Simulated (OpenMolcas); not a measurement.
# Ta3+ in tetrahedral coordination: ligands and hosts compared

```json
{"Program": "OpenMolcas", "Method": "CASSCF", "Active space": "2 electrons in 5 orbitals (5d)", "Spin-orbit coupling": "state interaction with AMFI integrals over the reference wave functions"}
```

Distances were set from a Shannon-type radius of the metal (high-spin where two are listed) plus a fixed donor radius (Br 1.91, H2O 1.36, Cl 1.76 Å). Anionic complexes are neutralised by point charges, and hosts are embedded clusters. Ligand basis ANO-RCC-VDZP. States (labels of the rotation group of each site). Energies in cm-1 above the lowest state or level, χT in cm3 K/mol.

| Ligand or host | R (Å) | Metal basis | Outer charge (e at Å behind ligand) | Ground state | First state of that spin | First gap with spin-orbit (degeneracies) | χT at 300 K | First state of another spin |
| --- | --- | --- | --- | --- | --- | --- | --- | --- |
| Br | 2.5 | ANO-RCC-VDZP | 0.25 at 3.2 | 3A2 | 3T2 6916 | 5144 (3, 2) | 0.388 | 1E 8598 |
| H2O | 1.95 | ANO-RCC-VDZP |  | 2S+1 = 3 | 8769 | 142.4 (1, 2) | 0.539 | 2S+1 = 1: 3174 |
| Cl | 2.35 | ANO-RCC-VTZP | 0.25 at 3.2 | 3A2 | 3T2 7707 | 5719 (3, 2) | 0.435 | 1E 8843 |

The rows also differ in their metal basis and outer charges, so part of each step comes from that.

Without dynamic correlation the repulsion within the d shell is too large (B by tens of per cent), so at a given field states of lower spin stand too high. With metal d orbitals alone the field can be off either way by tens of per cent. Ligand-to-metal charge-transfer states are missing. With no ligand orbital active B as a rule stays too high, so bands that hang on it stand too high and its fall with covalency is understated. The least metal-like active orbital is 74 % on the metal (Löwdin) and no ligand orbital is active, so the numbers are rough (holds for Br). The least metal-like active orbital is 71 % on the metal (Löwdin) and no ligand orbital is active, so the numbers are rough (holds for H2O). The least metal-like active orbital is 73 % on the metal (Löwdin) and no ligand orbital is active, so the numbers are rough (holds for Cl). No measured value stands beside these numbers; the geometry was imposed, not optimised, and the real ion may take another.

A state without a sure symmetry label is named by its multiplicity alone.
